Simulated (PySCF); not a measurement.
# Assigning NMR signals

Molfile (atoms numbered from 1):
```
C2H8N2Si2
     RDKit          3D

 14 13  0  0  0  0  0  0  0  0999 V2000
   -0.0962    2.7169    0.5197 N   0  0  0  0  0  0  0  0  0  0  0  0
   -0.3912    1.7047    0.0665 C   0  0  0  0  0  0  0  0  0  0  0  0
   -0.7016    0.4256   -0.4602 C   0  0  2  0  0  0  0  0  0  0  0  0
   -1.6533   -0.5824    0.8604 Si  0  0  0  0  0  4  0  0  0  0  0  0
    0.9373   -0.3798   -1.0485 Si  0  0  0  0  0  4  0  0  0  0  0  0
    1.9629   -0.3153    0.3265 N   0  0  0  0  0  0  0  0  0  0  0  0
   -1.3494    0.5614   -1.3289 H   0  0  0  0  0  0  0  0  0  0  0  0
   -0.8164   -0.7638    2.0425 H   0  0  0  0  0  0  0  0  0  0  0  0
   -2.0015   -1.8678    0.2516 H   0  0  0  0  0  0  0  0  0  0  0  0
   -2.8772    0.1441    1.2097 H   0  0  0  0  0  0  0  0  0  0  0  0
    0.7209   -1.7928   -1.3516 H   0  0  0  0  0  0  0  0  0  0  0  0
    1.3867    0.3416   -2.2496 H   0  0  0  0  0  0  0  0  0  0  0  0
    2.8765   -0.7355    0.2843 H   0  0  0  0  0  0  0  0  0  0  0  0
    2.0018    0.5427    0.8554 H   0  0  0  0  0  0  0  0  0  0  0  0
  1  2  3  0
  2  3  1  0
  3  4  1  0
  3  5  1  0
  5  6  1  0
  3  7  1  6
  4  8  1  0
  4  9  1  0
  4 10  1  0
  5 11  1  0
  5 12  1  0
  6 13  1  0
  6 14  1  0
M  END
```

Non-relativistic Hamiltonian, a single conformation, no solvent model, equivalent nuclei averaged. σ from GIAO-PBE0/pcSseg-1; GFN2-xTB geometry; PySCF 2.14.

δ = σ(ref) − σ, references computed at the same level: TMS for $^{13}$C (σref 186.93), $^{1}$H (σref 31.72).

Q: Assign these signals to the numbered atoms. $^{13}$C{$^{1}$H} NMR (computed): δ 124.3, -7.1.

A: 
124.3 → C2, nitrile carbon: this is the usual window of a C≡N carbon, which has no attached hydrogen
-7.1 → C3, sp3 CH bonded to 2 Si, α to a nitrile: an electropositive neighbour leaves it electron-rich and shielded

Q: Assign these signals to the numbered atoms. $^{1}$H NMR (300 MHz, computed): δ 5.32 (m, 1H), 4.73 (m, 1H), 4.27 (d, 3H), 1.03 (m, 1H), 0.53 (br s, 2H).

A: 
| δ (ppm) | atoms | environment | reason |
| --- | --- | --- | --- |
| 5.32 | H12 | hydrogen on a silicon bonded to C, N | – |
| 4.73 | H11 | hydrogen on a silicon bonded to C, N | – |
| 4.27 | H8/H9/H10 | hydrogen on a silicon bonded to C | – |
| 1.03 | H7 | hydrogen on an sp3 CH bonded to 2 Si, α to a nitrile | – |
| 0.53 | H13/H14 | hydrogen on a nitrogen bonded to Si | labile proton, position sensitive to the medium |

OH/NH shifts are gas-phase values; hydrogen bonding in solution moves them, usually downfield. Shifts are as computed. Against solution values, carbons near 30 ppm lie about +3 ppm off and those near 130 ppm about +5 ppm. Of 1309 compounds with measured shifts, 239 miss one by over three times the rms of a fit or turn the order of signals round; such compounds aren't used in these exercises. No couplings were computed; multiplicities are counted from neighbouring protons, with m where these are inequivalent, close in shift, in a saturated or five-membered ring or joined by F or P, and br s for small geminal =CH2 splittings.
